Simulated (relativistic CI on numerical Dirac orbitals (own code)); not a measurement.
# Rh⁺: L2,3 absorption edge

Computed with this model: Dirac-Coulomb-Breit CI, orbitals from a KLI potential per configuration, QED by a radiative potential, valence Slater integrals scaled by 0.7, multiplet model of core-to-valence dipole absorption; configurations [Kr] 4d8 → [He] 2s2 2p5 3s2 3p6 3d10 4s2 4p6 4d9; 300 K; Lorentzian 0.96 eV and Gaussian 0.5 eV FWHM. Energies are those of the free ion, without screening or charge transfer. The branching ratio is the share of the lower-energy edge in the whole absorption, uncertain by about 0.02 where the edges overlap. S is read from ⟨S²⟩ = S(S + 1).

Field parameters in Wybourne normalisation: D3d B²₀ = −7Dσ, B⁴₀ = −14Dq − 21Dτ, B⁴₃ = −14√(10/7) Dq; Oh B⁴₀ = 21Dq, B⁴₄ = √(5/14) B⁴₀; Td as Oh with Dq negative (B⁴₀ = 21Dq, B⁴₄ = √(5/14) B⁴₀). The field is a parameter set, without covalency.

Computed curve for Td, 10Dq = -7850 cm⁻¹, scaled to 100 at the maximum (points under 2 are left out and the grid is thinned):

```tsv
Energy (eV)	Intensity
3000.2	2.1
3000.4	2.4
3000.5	2.5
3000.7	2.8
3000.8	3.0
3001.0	3.5
3001.2	4.0
3001.3	4.3
3001.5	5.1
3001.6	5.6
3001.8	6.7
3002.0	8.2
3002.1	9.2
3002.3	11.7
3002.5	15.3
3002.6	17.7
3002.8	24.5
3002.9	29.2
3003.1	42.4
3003.3	61.2
3003.4	72.0
3003.6	91.8
3003.7	97.9
3003.9	97.7
3004.1	82.6
3004.2	72.3
3004.4	52.2
3004.5	43.7
3004.7	30.7
3004.9	22.1
3005.0	19.1
3005.2	14.6
3005.4	11.5
3005.5	10.3
3005.7	8.3
3005.8	7.4
3006.0	6.1
3006.2	5.0
3006.3	4.6
3006.5	3.9
3006.6	3.6
3006.8	3.2
3007.0	2.8
3007.1	2.6
3007.3	2.3
3007.4	2.2
3145.8	2.1
3146.0	2.9
3146.1	3.5
3146.3	4.9
3146.5	6.6
3146.6	7.4
3146.8	8.3
3146.9	8.3
3147.1	7.4
3147.3	5.8
3147.4	4.9
3147.6	3.5
3147.7	3.0
3147.9	2.2
```

The ground state has S = 1.00, and the centroid lies at 3015.23 eV.
